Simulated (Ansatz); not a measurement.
# Energy profile

The step: SiH₂Cl₂ ([Cl][SiH2][Cl]) + SiH₄O ([OH][SiH3]) → Si₂H₄Cl₂O ([SiH3][O][SiH]([Cl])[Cl]) + H₂; bonds formed: Si1–O7, H2–H6; bonds broken: Si1–H2, H6–O7 (atoms numbered as in the saddle structure below).

```
11
angstrom
Si -0.3414 -1.2262 -0.6634
H 1.2505 -1.6006 -0.3566
Cl 0.0459 -1.3953 -2.6865
Cl -0.8967 -2.9389 0.3516
H -1.6612 -0.5586 -0.7313
H 1.2125 -0.5937 0.1246
O 0.3834 0.1709 0.2565
Si 0.0657 1.7274 0.8158
H 0.9788 2.6590 0.1175
H -1.3501 2.0100 0.4975
H 0.3125 1.7460 2.2743
```

Electronic energies by CCSD(T) at an estimated basis limit (MP2 extrapolated from triple and quadruple zeta, plus CCSD(T) − MP2 in triple zeta), on PBE0-D4/def2-TZVP structures; Si$_{2}$H$_{6}$Cl$_{2}$O, closed shell; no counterpoise correction. Computed with Ansatz 0.2.0 (basis: def2-TZVPP and def2-QZVPP); correlated methods freeze the cores. Extrapolation: Hartree–Fock as exp(−7.88 √X), correlation as X^−2.97.

Q: Give the profile in kJ/mol, counted from the separated reactants. (Judge from chemistry; the value comes from the calculation.)

A: Computed:
```tsv
point	kJ/mol
separated: SiH$_{2}$Cl$_{2}$ (linked as [Cl][SiH2][Cl]; Si1, H2, Cl3, Cl4, H5; singlet) + SiH$_{4}$O (linked as [OH][SiH3]; H6, O7, Si8, H9, H10, H11; singlet)	0.0
start structure	-15.8
saddle	137.1
end structure	-115.3
separated: Si$_{2}$H$_{4}$Cl$_{2}$O (linked as [SiH3][O][SiH]([Cl])[Cl]; Si1, Cl3, Cl4, H5, O7, Si8, H9, H10, H11; singlet) + H$_{2}$ (H2, H6; singlet)	-112.2
```

The T1 diagnostic stays at or below 0.011.

For scale, one of the runs: CCSD(T)/def2-TZVPP, 283 basis functions (an equivalent command: `ansatz run in.yaml --threads 8`). The run took 2.7 min on 8 CPU threads (shared host), with 7.5 GiB of host memory at its peak.
